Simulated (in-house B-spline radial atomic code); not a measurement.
Checks on a self-consistent run for Ir II (Ir+), [Xe] 4f14 (5d3/2)2 (5d5/2)5 6s1. Level of theory: Dirac-Hartree-Fock, average of the jj configuration, Fermi nucleus of rms radius 5.4032 fm; calculated with a B-spline radial code for spherical atoms.

```tsv
orbital	q	ε (Eh)	<1/r>	<r²>	small-component weight
1s1/2	2	-2815.66904	92.1333	0.000419549	0.085008
2s1/2	2	-498.02015	22.5691	0.00635452	0.019417
2p1/2	2	-476.06353	22.4857	0.00452851	0.019448
2p3/2	4	-416.14347	18.577	0.0057171	0.017407
3s1/2	2	-119.12544	8.29973	0.0412327	0.006469
3p1/2	2	-109.34009	8.1994	0.0378033	0.0063968
3p3/2	4	-96.03138	7.18931	0.0442216	0.0058179
3d3/2	4	-79.91052	7.06583	0.0341833	0.0056733
3d5/2	6	-77.06662	6.83202	0.035937	0.0055133
4s1/2	2	-26.94839	3.47894	0.202304	0.0021349
4p1/2	2	-22.78033	3.36626	0.207879	0.0020413
4p3/2	4	-19.59976	3.03336	0.239765	0.001839
4d3/2	4	-12.76168	2.81937	0.257511	0.0016347
4d5/2	6	-12.17088	2.73879	0.269321	0.0015773
4f5/2	6	-3.40768	2.34229	0.336843	0.0011999
4f7/2	8	-3.29099	2.30734	0.348123	0.0011732
5s1/2	2	-4.55601	1.35878	1.10692	0.00048635
5p1/2	2	-3.12319	1.24072	1.31012	0.00041664
5p3/2	4	-2.65437	1.11775	1.55889	0.00035372
5d3/2	2	-0.79460	0.814579	3.03112	0.00019527
5d5/2	5	-0.75254	0.7819	3.27186	0.00018048
6s1/2	1	-0.58697	0.448233	9.02206	6.0822e-05
```

Electron-electron repulsion V_ee = 6598.6474 hartree.

Q: What total energy follows from the eigenvalues?

A: The eigenvalues count the repulsion twice, so E = Σqε - V_ee = -11247.795 - 6598.647 = -17846.442 hartree; the run printed -17846.442.

Q: Does the Dirac virial theorem hold?

A: For a point nucleus E = -2c²Σq·w, with w the small-component weight. Here Σq·w = 0.47502 and c = 137.0360, so the ratio E/(-2c²Σq·w) is 1.000319; the finite nucleus accounts for the departure from 1.

Q: What diamagnetic shielding (Lamb formula) and susceptibility (Langevin formula) do the radii give?

A: σ = (α²/3)Σq<1/r> = 581.398/(3·137.036²) = 10320 ppm, and χ = -0.79199×10⁻⁶·Σq<r²> = -41.56×10⁻⁶ cm³/mol with Σq<r²> = 52.477 bohr². Both are non-relativistic formulas without the paramagnetism of open shells; for so heavy an element the full relativistic shielding is larger by tens of per cent.
